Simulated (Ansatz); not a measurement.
Program: Ansatz. Geometries: PBE0-D4/def2-TZVP. ΔE: electronic, gas phase. CCSD(T)/CBS is the MP2 limit (def2-TZVPP, def2-QZVPP) plus CCSD(T) − MP2 in def2-TZVPP, frozen cores. This one scheme is used for every species. For Ge outer-core shells are correlated without core-valence functions, which leaves a few kJ/mol of doubt a bond. Scalar relativity is left out up to krypton. Each species was taken in one conformer, which may not be the lowest.

Reaction (cleavage of the Si–Ge bond): `O[SiH2][GeH2][OH]` + `BN` → `BN[SiH2]O` + `[OH][GeH3]`

| species | SCS-MP2/def2-TZVPP energy (Eh) |
| --- | --- |
| `O[SiH2][GeH2][OH]` | -2518.51983 |
| `BN` | -81.86243 |
| `BN[SiH2]O` | -447.30017 |
| `[OH][GeH3]` | -2153.10641 |

Problem. Work out ΔE.

Solution. ΔE = (-447.30017) + (-2153.10641) − (-2518.51983) − (-81.86243) = -0.02432 Eh = -63.9 kJ/mol. CCSD(T)/CBS gives -55.7 kJ/mol.

Largest T1 diagnostic among the species: 0.012.

From PBE to PBE0 (25 % exact exchange), in def2-TZVPP and without D4, ΔE moves by −7.2 kJ/mol. In def2-TZVPP, CCSD(T) changes the Hartree–Fock value by +12.0 kJ/mol (the triples alone add +1.1 kJ/mol) and MP2 by +6.9 kJ/mol.
